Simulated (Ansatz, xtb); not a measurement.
ClFH4Si3: 9 structures ranked

9 gas-phase structures of ClFH4Si3, found in a search over its isomers (lower ones may exist). Each was relaxed with GFN2-xTB; where two conformers were screened, the lower at r2SCAN-D4/def2-SVP is listed:

A. `F[Si][SiH2][SiH2]Cl`, a singlet
B. `F[SiH2][Si@H]([SiH])Cl`, a singlet
C. `F[SiH2][SiH2][Si]Cl`, a singlet
D. `F[Si@H]([SiH3])[Si]Cl`, a singlet
E. `F[Si][Si@H]([SiH3])Cl`, a singlet
F. a singlet given by its coordinates
G. `F[SiH2][Si][SiH2]Cl`, a singlet
H. a singlet given by its coordinates
I. `F[Si@H](Cl)[Si][SiH3]`, a singlet

F (Å):

| atom | x (Å) | y (Å) | z (Å) |
| --- | --- | --- | --- |
| Cl | 0.6848 | 1.4581 | -2.5500 |
| F | -0.0221 | -0.3795 | 1.8099 |
| Si | -0.4667 | -0.2591 | 0.2560 |
| Si | 1.1152 | 1.2266 | -0.5024 |
| Si | 3.3329 | 1.2034 | -0.2379 |
| H | -0.5961 | -1.6640 | -0.1350 |
| H | -1.8099 | 0.3185 | 0.3293 |
| H | 3.7990 | 1.3706 | 1.1478 |
| H | 4.2675 | 2.0668 | -0.9844 |

Close contacts (Å): Cl1–Si4 2.11, F2–Si3 1.62, Si3–Si4 2.30, Si4–Si5 2.23, Si3–H6 1.46, Si3–H7 1.46, Si5–H8 1.47, Si5–H9 1.48.

H (Å):

```xyz
9

Cl    0.4894   -1.2947    0.1325
F    -3.4125    1.4150   -0.5429
Si   -2.3200    0.7104    0.4285
Si   -0.7802   -0.0284   -1.0298
Si    0.6200    1.8005   -1.4986
H    -3.1969    0.7130    1.6172
H    -0.2024    2.8463   -2.1155
H     1.3736    2.4508   -0.4186
H     1.6245    1.4006   -2.4920
```

Close contacts (Å): Cl1–Si4 2.14, F2–Si3 1.62, Si3–Si4 2.25, Si4–Si5 2.35, Si3–H6 1.48, Si5–H7 1.47, Si5–H8 1.47, Si5–H9 1.47.

Task: Estimate their order in r2SCAN-D4/def2-SVP energy at these geometries, lowest first.

Result: Calculated order at r2SCAN-D4/def2-SVP: C (0.0), F (3.6), A (4.7), E (6.6), D (12.9), I (17.4), H (35.0), G (48.5), B (49.9) kJ/mol. Less than 1 kcal/mol parts C and F; F and A; A and E; G and B, so the order within those pairs means little.

Energies above the lowest of each column, in kJ/mol; the last columns are at B3LYP/6-31G* geometries and were run for some of them only (a dash: not run or not comparable):

```json
{"structure": "C", "GFN2-xTB": "14.7", "HF/STO-3G": "23.2", "r2SCAN-D4/def2-SVP": "0.0", "B3LYP/6-31G*": "0.0", "CCSD(T)/def2-SVP + ΔMP2/def2-TZVPP": "0.0"}
{"structure": "F", "GFN2-xTB": "29.5", "HF/STO-3G": "173.5", "r2SCAN-D4/def2-SVP": "3.6", "B3LYP/6-31G*": "16.8", "CCSD(T)/def2-SVP + ΔMP2/def2-TZVPP": "6.4"}
{"structure": "A", "GFN2-xTB": "30.8", "HF/STO-3G": "0.3", "r2SCAN-D4/def2-SVP": "4.7", "B3LYP/6-31G*": "6.2", "CCSD(T)/def2-SVP + ΔMP2/def2-TZVPP": "7.4"}
{"structure": "E", "GFN2-xTB": "23.2", "HF/STO-3G": "0.0", "r2SCAN-D4/def2-SVP": "6.6", "B3LYP/6-31G*": "8.5", "CCSD(T)/def2-SVP + ΔMP2/def2-TZVPP": "12.2"}
{"structure": "D", "GFN2-xTB": "15.0", "HF/STO-3G": "33.7", "r2SCAN-D4/def2-SVP": "12.9", "B3LYP/6-31G*": "–", "CCSD(T)/def2-SVP + ΔMP2/def2-TZVPP": "–"}
{"structure": "I", "GFN2-xTB": "16.9", "HF/STO-3G": "100.8", "r2SCAN-D4/def2-SVP": "17.4", "B3LYP/6-31G*": "–", "CCSD(T)/def2-SVP + ΔMP2/def2-TZVPP": "–"}
{"structure": "H", "GFN2-xTB": "24.8", "HF/STO-3G": "158.7", "r2SCAN-D4/def2-SVP": "35.0", "B3LYP/6-31G*": "–", "CCSD(T)/def2-SVP + ΔMP2/def2-TZVPP": "–"}
{"structure": "G", "GFN2-xTB": "0.0", "HF/STO-3G": "129.6", "r2SCAN-D4/def2-SVP": "48.5", "B3LYP/6-31G*": "–", "CCSD(T)/def2-SVP + ΔMP2/def2-TZVPP": "–"}
{"structure": "B", "GFN2-xTB": "26.2", "HF/STO-3G": "93.9", "r2SCAN-D4/def2-SVP": "49.9", "B3LYP/6-31G*": "–", "CCSD(T)/def2-SVP + ΔMP2/def2-TZVPP": "–"}
```

CCSD(T)/def2-SVP + ΔMP2/def2-TZVPP puts C lowest of those it was run on; GFN2-xTB picks G, HF/STO-3G picks E. Flexible structures stand in one conformer each, not always the lowest. Frequencies (B3LYP/6-31G*) were run for A, C, E, F alone. ΔMP2 is the change of the MP2 energy from the smaller to the larger basis.

Over these structures GFN2-xTB departs from r2SCAN-D4/def2-SVP by 18.7 kJ/mol on average once a common shift is removed. A GFN2-xTB relaxation took about 0.27 s and the r2SCAN-D4/def2-SVP energy about 1.9 s on a shared host (Ansatz 0.2.0, xtb 6.7.1 (Pople sets with spherical d functions)).
